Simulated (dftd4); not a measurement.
CH5O (SMILES C[OH2+]), charge +1, singlet, geometry from GFN2-xTB; D4 for revpbe (dftd4).

dftd4 was given this input:
```
$ dftd4 mol.xyz --func revpbe --charge 1 --json dftd4.json --noedisp --grad

# file mol.xyz
7

C     -0.73715412     0.12262652     0.07895556
O      0.68944578    -0.10132956    -0.15601806
H     -1.28828874    -0.58933340    -0.53340272
H     -0.97185462     1.13260433    -0.25342893
H     -1.00020091     0.00028268     1.12871617
H      0.93968300    -1.01885832     0.08870637
H      1.22801975     0.55018212     0.34382024
```

Output, abridged:

```
                    ____  _____ _____     ____  _  _
      -------------|  _ \|  ___|_   _|---|  _ \| || |------------
     |             | | | | |_    | | ___ | | | | || |_           |
     |             | |_| |  _|   | ||___|| |_| |__   _|          |
     |             |____/|_|     |_|     |____/   |_|            |
     |             ===================================           |
     |            E. Caldeweyher, S. Ehlert & S. Grimme          |
     |          Mulliken Center for Theoretical Chemistry        |
     |                    University of Bonn                     |
      -----------------------------------------------------------

Rational (Becke-Johnson) damping: revpbe-D4-ATM
---------------------
  s6         1.0000
  s8         1.7468
  s9         1.0000
  a1         0.5363
  a2         3.0726
 alp        16.0000
--------------------

Dispersion energy:      -5.8360323438168E-03 Eh

Gradient norm:           3.9851769444050E-04 Eh/a0
--------------------------------------------------
     #    Z           dE/dx      dE/dy      dE/dz
--------------------------------------------------
     1    6 C    -1.450E-04  2.255E-05  2.520E-05
     2    8 O     2.640E-04 -4.732E-05 -7.379E-06
     3    1 H    -1.003E-04 -3.301E-05 -4.833E-05
     4    1 H    -7.977E-05  7.886E-05 -3.014E-05
     5    1 H    -1.115E-04  4.806E-06  9.649E-05
     6    1 H     8.565E-05 -1.641E-05 -1.849E-05
     7    1 H     8.693E-05 -9.473E-06 -1.736E-05
--------------------------------------------------

Virial:
--------------------------------------------------
      component           x          y          z
--------------------------------------------------
          x       1.501E-03 -2.177E-04 -1.272E-04
          y      -2.177E-04  2.416E-04  1.417E-05
          z      -1.272E-04  1.417E-05  2.605E-04
--------------------------------------------------

[Info] Dispersion results written to 'dftd4.txt'
[Info] JSON dump of results written to 'dftd4.json'
```
